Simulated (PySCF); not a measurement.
A structure optimised at PBE0-D3(BJ)/def2-SVP, used in a PySCF frequency run:

```xyz
4

C      0.0000     0.0000     0.0000
I      2.0307     0.0000     0.0000
I     -1.0154     1.7587     0.0000
I     -1.0154    -1.7587     0.0000
```
Charge +1, spin multiplicity 1.

Question: Write its SMILES, formula and point group.

Answer: I[C+](I)I, CI₃, D3h

Question: What are its rotational constants (standard atomic weights)?

Answer: 0.64379, 0.64379, 0.32190 GHz
